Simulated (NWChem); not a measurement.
System: CdSiH3OI; SMILES [SiH3][O][Cd][I]

The following NWChem deck was run.

```
start job
memory heap 200 mb stack 900 mb global 1100 mb
geometry units angstroms noautoz
  Cd     0.299187     0.308283     0.019194
  I     -0.565717    -2.114222    -0.015820
  O      1.047383     2.122917     0.049247
  Si     0.518240     3.680309    -0.015251
  H     -0.237605     3.966475    -1.281008
  H      1.689696     4.607463     0.048116
  H     -0.402284     4.009934     1.124547
end
basis spherical
  * library def2-svp
end
ecp
  Cd library def2-ecp
  I library def2-ecp
end
dft
  xc xpbe96 cpbe96
  iterations 150
  vectors input atomic output neutral.movecs
end
task dft energy
charge 1
dft
  odft
  mult 2
  vectors input atomic output cation.movecs
end
task dft energy
```

Structure relaxed at the PBE0/def2-SVP level. No frequency run checked for a minimum. def2 effective core potentials on Cd, I; no spin-orbit coupling.

Ions are spin-unrestricted doublets at the neutral geometry; other ion states weren't tried.

### Question
What results follow from this input? (PBE/def2-SVP with def2 effective core potentials on Cd, I, vertical spin-unrestricted ions.) Quantities: vertical ionisation energy, ΔSCF (eV); −ε(HOMO) (eV).

### Answer
```json
{
 "vertical ionisation energy, ΔSCF (eV)": "9.09",
 "−ε(HOMO) (eV)": "6.54"
}
```
